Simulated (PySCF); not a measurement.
Compound: CH9ClSi3.
Structure used (PBE0-D3(BJ)/def2-SVP), in Å, numbered top down from 1:
```
atom  x, y, z in Å
Si1   -1.875    0.961    0.175
Si2    0.083   -0.048   -0.634
Si3    1.970    0.953    0.341
C4     0.022   -1.891   -0.158
Cl5   -1.532   -2.604   -0.700
H6    -3.070    0.585   -0.635
H7    -1.724    2.449    0.156
H8    -2.075    0.525    1.593
H9     0.160    0.061   -2.124
H10    1.844    0.906    1.831
H11    2.066    2.383   -0.087
H12    3.228    0.244   -0.051
H13    0.836   -2.464   -0.624
H14    0.087   -2.024    0.931
```

Method: PBE0-D3(BJ)/def2-SVP geometry optimisation, gas phase in PySCF 2.14.0.

Masses are those of the commonest isotopes; rigid-rotor values at the optimised geometry. The values belong to one conformer with, in the numbering `[SiH3:1][SiH:2]([SiH3:3])[CH2:4][Cl:5]`, Si1–Si2–C4–Cl5 52°.

(1) Give the principal moments of inertia and the rotational constants in GHz.

(2) Classify the top.

(3) Is it planar, by Δ = Ic − Ia − Ib?

(4) Give the other two planar moments, Paa and Pbb, and the rms extents of the mass along the axes.

(5) List the rotational levels J(Ka,Kc) to J = 3 (K).

(6) Which types of transition are allowed, and where do some lines up to J = 4 fall?

(7) Estimate the classical rotational partition function at 100 K, 200 K and 298.15 K.

## Answers

(1) Ia = 224.34, Ib = 476.05, Ic = 656.28 u·Å²; 505379 MHz·u·Å²/I gives 2253, 1062 and 770.1 MHz, that is A = 2.2527, B = 1.0616, C = 0.7701 GHz.

(2) An asymmetric top; Ray's κ = -0.607.

(3) Not planar: Δ = Ic − Ia − Ib = -44.12 u·Å². For a rigid frame Δ = −2 Σ m c², so Σ m c² = 22.06 u·Å² lies off the ab plane: 12.06 from hydrogen and 10.00 from heavier atoms. The atom farthest from that plane is 1.99 Å away.

(4) Paa = Σ m a² = (Ib + Ic − Ia)/2 = 453.99 and Pbb = Σ m b² = (Ia + Ic − Ib)/2 = 202.28 u·Å². With the mass M = 139.97 u, the rms extents √(P/M) along a, b and c are 1.80, 1.20, 0.40 Å.

(5) Above 0(0,0), as E/k:
J = 1: 1(0,1) 0.088, 1(1,1) 0.145, 1(1,0) 0.159
J = 2: 2(0,2) 0.261, 2(1,2) 0.307, 2(1,1) 0.349, 2(2,1) 0.520, 2(2,0) 0.523
J = 3: 3(0,3) 0.516, 3(1,3) 0.548, 3(1,2) 0.632, 3(2,2) 0.784, 3(2,1) 0.795, 3(3,1) 1.106, 3(3,0) 1.106
The levels of one J sum to (2J + 1)J(J + 1)(A + B + C)/3.

(6) The dipole components are |μa| = 1.04 D, |μb| = 0.85 D, |μc| = 0.29 D. The squared components, which scale the intensities, stand as 1.00 : 0.66 : 0.08 (a : b : c). Some lines, for components of 0.1 D or more:

```json
{"type": "b", "branch": "R", "J(Ka,Kc)": "1(1,1) ← 0(0,0)", "MHz": "3023", "lower level (cm⁻¹)": "0.000"}
{"type": "b", "branch": "Q", "J(Ka,Kc)": "4(2,2) ← 4(1,3)", "MHz": "3300", "lower level (cm⁻¹)": "0.699"}
{"type": "b", "branch": "R", "J(Ka,Kc)": "3(0,3) ← 2(1,2)", "MHz": "4367", "lower level (cm⁻¹)": "0.213"}
{"type": "a", "branch": "R", "J(Ka,Kc)": "3(2,2) ← 2(2,1)", "MHz": "5495", "lower level (cm⁻¹)": "0.362"}
{"type": "a", "branch": "R", "J(Ka,Kc)": "3(2,1) ← 2(2,0)", "MHz": "5676", "lower level (cm⁻¹)": "0.363"}
{"type": "b", "branch": "Q", "J(Ka,Kc)": "4(3,1) ← 4(2,2)", "MHz": "6223", "lower level (cm⁻¹)": "0.810"}
{"type": "a", "branch": "R", "J(Ka,Kc)": "4(1,4) ← 3(1,3)", "MHz": "6662", "lower level (cm⁻¹)": "0.381"}
{"type": "a", "branch": "R", "J(Ka,Kc)": "4(0,4) ← 3(0,3)", "MHz": "6914", "lower level (cm⁻¹)": "0.359"}
{"type": "c", "branch": "R", "J(Ka,Kc)": "2(2,1) ← 1(1,1)", "MHz": "7820", "lower level (cm⁻¹)": "0.101"}
{"type": "b", "branch": "R", "J(Ka,Kc)": "3(3,1) ← 2(2,0)", "MHz": "12160", "lower level (cm⁻¹)": "0.363"}
{"type": "b", "branch": "R", "J(Ka,Kc)": "4(2,2) ← 3(1,3)", "MHz": "12843", "lower level (cm⁻¹)": "0.381"}
{"type": "b", "branch": "R", "J(Ka,Kc)": "4(3,1) ← 3(2,2)", "MHz": "14154", "lower level (cm⁻¹)": "0.545"}
```

(7) Point group C1, symmetry number σ = 1; q = (√π/σ)·√((kT/h)³/(ABC)), k/h = 20836.6 MHz/K: 124000 at 100 K, 351000 at 200 K, 640000 at 298.15 K.

PBE0-D3(BJ)/def2-SVP frequencies: not computed here. Constants of a rigid frame at the computed geometry: no zero-point averaging, no centrifugal distortion. A rigid rotor knows nothing of internal rotation, which can split or shift real lines. Quadrupole hyperfine structure (35Cl) is left out.
